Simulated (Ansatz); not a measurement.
`CN(C)c1ccc(C#Cc2ccc(C#Cc3ccc(C#Cc4ccc(C#Cc5ccc(C#Cc6ccc(C#CC#N)cc6)cc5)cc4)cc3)cc2)cc1`, relaxed as a singlet with RKS PBE-D4/def2-SVP in Ansatz, starting from the GFN2-xTB geometry. Force threshold 0.03 eV/Å.

Single mean-field runs in def2-SVP are fitted with def2-universal-jkfit. The restricted singlet is unstable towards broken spin symmetry in Hartree–Fock (as tested in another run); at PBE-D4/def2-SVP this wasn't settled.

Start:

```xyz
83

C     4.722    3.895  -18.439
N     5.675    3.813  -17.360
C     6.956    4.449  -17.552
C     5.247    3.506  -16.088
C     6.120    3.564  -14.991
C     5.704    3.216  -13.725
C     4.394    2.800  -13.489
C     3.961    2.470  -12.186
C     3.585    2.211  -11.067
C     3.148    1.906   -9.759
C     3.089    0.579   -9.326
C     2.669    0.280   -8.048
C     2.295    1.301   -7.171
C     1.867    0.995   -5.859
C     1.501    0.731   -4.738
C     1.076    0.434   -3.424
C     2.015    0.177   -2.422
C     1.602   -0.101   -1.137
C     0.241   -0.132   -0.826
C    -0.180   -0.406    0.493
C    -0.537   -0.633    1.624
C    -0.959   -0.887    2.947
C    -1.210    0.177    3.818
C    -1.621   -0.067    5.109
C    -1.795   -1.380    5.556
C    -2.218   -1.625    6.878
C    -2.580   -1.826    8.013
C    -3.004   -2.056    9.338
C    -3.896   -3.093    9.625
C    -4.319   -3.308   10.918
C    -3.849   -2.499   11.956
C    -4.282   -2.717   13.280
C    -4.656   -2.898   14.414
C    -5.091   -3.107   15.738
C    -6.440   -3.362   16.005
C    -6.866   -3.560   17.299
C    -5.949   -3.512   18.354
C    -6.382   -3.712   19.675
C    -6.759   -3.882   20.815
C    -7.179   -4.070   22.093
N    -7.535   -4.230   23.175
C    -4.598   -3.260   18.089
C    -4.176   -3.057   16.795
C    -2.949   -1.467   11.671
C    -2.537   -1.244   10.376
C    -1.547   -2.443    4.684
C    -1.130   -2.199    3.394
C    -0.699    0.120   -1.829
C    -0.285    0.399   -3.113
C     2.351    2.628   -7.604
C     2.773    2.926   -8.881
C     3.516    2.742  -14.571
C     3.929    3.092  -15.838
H     5.250    4.085  -19.372
H     4.189    2.949  -18.548
H     3.988    4.696  -18.290
H     7.760    3.805  -17.188
H     7.120    4.616  -18.614
H     7.020    5.415  -17.037
H     7.140    3.886  -15.119
H     6.400    3.268  -12.899
H     3.376   -0.212  -10.003
H     2.625   -0.747   -7.713
H     3.068    0.203   -2.662
H     2.328   -0.296   -0.360
H    -1.078    1.191    3.467
H    -1.816    0.753    5.785
H    -4.256   -3.719    8.821
H    -5.012   -4.107   11.140
H    -7.142   -3.396   15.186
H    -7.908   -3.752   17.510
H    -3.894   -3.226   18.908
H    -3.135   -2.861   16.583
H    -2.588   -0.842   12.475
H    -1.848   -0.444   10.152
H    -1.681   -3.456    5.033
H    -0.933   -3.020    2.718
H    -1.751    0.094   -1.587
H    -1.012    0.594   -3.889
H     2.061    3.419   -6.927
H     2.817    3.953   -9.215
H     2.496    2.427  -14.409
H     3.208    3.044  -16.637
```

```
step  energy (eV)  largest force component (eV/Å)  SCF passes
   1  -56237.1530                           3.590          24
   2  -56237.8787                           0.277          22
   3  -56238.0111                           0.168          22
   4  -56238.0215                           0.139          21
   5  -56238.0342                           0.063          20
   6  -56238.0395                           0.071          20
   7  -56238.0417                           0.142          20
   8  -56238.0517                           0.074          23
   9  -56238.0596                           0.040          20
  10  -56238.0646                           0.111          20
  11  -56238.0719                           0.080          20
  14  -56238.0914                           0.068          21
  17  -56238.1072                           0.055          17
  20  -56238.1210                           0.064          21
  23  -56238.1356                           0.044          21
  26  -56238.1505                           0.070          23
  29  -56238.1595                           0.157          20
  32  -56238.1826                           0.098          20
  35  -56238.2080                           0.132          19
  38  -56238.2383                           0.160          20
  41  -56238.2683                           0.136          20
  44  -56238.2862                           0.131          20
  47  -56238.2925                           0.046          21
  50  -56238.2949                           0.029          16
```

Force components are those of the run's own axes.

End:

Cartesian coordinates in Å:
```
C 5.714 2.864 -18.651
N 5.712 3.880 -17.618
C 6.147 5.227 -17.929
C 5.295 3.567 -16.341
C 5.283 4.545 -15.303
C 4.863 4.223 -14.016
C 4.428 2.913 -13.680
C 4.000 2.592 -12.367
C 3.628 2.315 -11.222
C 3.202 2.003 -9.907
C 2.684 0.716 -9.590
C 2.264 0.411 -8.298
C 2.343 1.379 -7.257
C 1.916 1.071 -5.940
C 1.545 0.811 -4.792
C 1.119 0.520 -3.471
C 0.493 -0.719 -3.158
C 0.073 -0.999 -1.861
C 0.262 -0.057 -0.813
C -0.166 -0.339 0.510
C -0.537 -0.577 1.663
C -0.964 -0.840 2.990
C -0.670 0.071 4.041
C -1.088 -0.183 5.344
C -1.824 -1.359 5.656
C -2.255 -1.613 6.984
C -2.629 -1.827 8.141
C -3.059 -2.066 9.471
C -3.948 -3.136 9.770
C -4.374 -3.365 11.076
C -3.926 -2.538 12.143
C -4.360 -2.770 13.473
C -4.737 -2.968 14.632
C -5.171 -3.193 15.963
C -6.166 -4.168 16.249
C -6.594 -4.388 17.555
C -6.042 -3.640 18.631
C -6.477 -3.863 19.962
C -6.856 -4.056 21.122
C -7.276 -4.270 22.407
N -7.638 -4.455 23.516
C -5.046 -2.665 18.350
C -4.621 -2.447 17.042
C -3.035 -1.470 11.845
C -2.613 -1.239 10.539
C -2.119 -2.270 4.606
C -1.696 -2.017 3.303
C 0.891 1.181 -1.124
C 1.308 1.463 -2.422
C 2.862 2.666 -7.573
C 3.279 2.971 -8.865
C 4.439 1.940 -14.714
C 4.859 2.251 -16.005
H 6.076 3.304 -19.598
H 6.382 2.009 -18.397
H 4.697 2.450 -18.835
H 7.026 5.536 -17.318
H 6.441 5.281 -18.993
H 5.342 5.978 -17.761
H 5.608 5.573 -15.507
H 4.866 4.998 -13.236
H 2.619 -0.042 -10.384
H 1.865 -0.588 -8.068
H 0.341 -1.456 -3.960
H -0.412 -1.960 -1.633
H -0.104 0.985 3.811
H -0.855 0.529 6.149
H -4.299 -3.782 8.953
H -5.063 -4.194 11.295
H -6.597 -4.750 15.422
H -7.365 -5.143 17.766
H -4.615 -2.084 19.177
H -3.851 -1.691 16.831
H -2.682 -0.825 12.662
H -1.925 -0.409 10.319
H -2.686 -3.183 4.835
H -1.929 -2.730 2.499
H 1.043 1.918 -0.322
H 1.791 2.424 -2.651
H 2.928 3.423 -6.778
H 3.677 3.970 -9.095
H 4.107 0.917 -14.485
H 4.848 1.460 -16.765
```

By distances, no bond broke or formed. The bond that changes most is C40–N41, from 1.15 to 1.18 Å (atoms count from 1).

The force fell under the threshold at step 18, but the optimiser went on and released 0.183 eV more. No frequencies were taken in this run, so the end may be a saddle point.

It took 5.1 min on 4 threads of AMD EPYC 7R13 on a shared host and a share (37 GiB) of an NVIDIA H100 80GB HBM3, peak host memory 1.4 GiB.
